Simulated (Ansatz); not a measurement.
# A basis-limit estimate, worked out

An elementary step of SiNH6ClO, singlet (SiNH₄Cl ([NH2][SiH2][Cl]) + H₂O → SiH₃ClO ([OH][SiH2][Cl]) + NH₃ (still joined by a long Si–N bond); Si–N, H–O broken or loosened, Si–O, N–H formed or tightened). “Start” and “end” are the PBE0-D4/def2-TZVP structures reached by relaxing down either side of its saddle point, with the molecules still in contact.

Program: Ansatz 0.2.0. Basis: def2-TZVPP and def2-QZVPP. Cores are frozen in the correlated methods.

Energies in eV:

| quantity | end | start |
| --- | --- | --- |
| Hartree–Fock, triple zeta (X = 3) | -23984.89606 | -23984.51374 |
| Hartree–Fock, quadruple zeta (X = 4) | -23985.67283 | -23985.29623 |
| MP2 correlation, X = 3 | -21.81744 | -21.68430 |
| MP2 correlation, X = 4 | -23.63967 | -23.50945 |
| CCSD(T) correlation, X = 3 | -23.80566 | -23.68749 |

Work out the step energy at the basis limit: extrapolate Hartree–Fock as E(X) = E∞ + A exp(−7.88 √X) and the MP2 correlation as E(X) = E∞ + B X^−2.97 (the exponents that Neese and Valeev fitted for def2-TZVPP and QZVPP), then add CCSD(T) − MP2 in triple zeta.

Each step is linear, so take the differences first (end − start): Hartree–Fock -0.38232 (X = 3) and -0.37660 (X = 4); MP2 correlation -0.13314 and -0.13022; CCSD(T) correlation -0.11817.
Two points give E∞ = E(4) + w [E(4) − E(3)], with w = 1/(exp(7.88 (2 − √3)) − 1) = 0.1377 for Hartree–Fock and w = 1/((4/3)^2.97 − 1) = 0.7407 for the correlation.
Hartree–Fock: -0.37660 + 0.1377 × 0.00572 = -0.3758 eV.
MP2 correlation: -0.13022 + 0.7407 × 0.00292 = -0.1281 eV.
CCSD(T) − MP2: -0.11817 − (-0.13314) = 0.0150 eV.
Sum: -0.3758 + (-0.1281) + 0.0150 = -0.4889 eV, or -11.27 kcal/mol. Plain CCSD(T) in triple zeta gives -0.5005 eV, so the larger basis shifts the result by 0.0116 eV.

The T1 diagnostic stays at or below 0.011.

The step is the kind of ligand exchange by which a precursor binds to a hydroxyl group, or is hydrolysed, in atomic layer deposition of oxides.

Labels in which every atom is bracketed show which atoms are joined, not bond orders.

For scale, one of the runs: CCSD(T)/def2-TZVPP, 230 basis functions, launched by `ansatz run in.yaml --threads 4 --pin off --events-out ev --progress --plain --max-ram 9574MiB`. Hardware: 4 CPU threads of an AMD EPYC 9R45, shared host. Wall time 25 s; peak host memory 3.9 GiB.
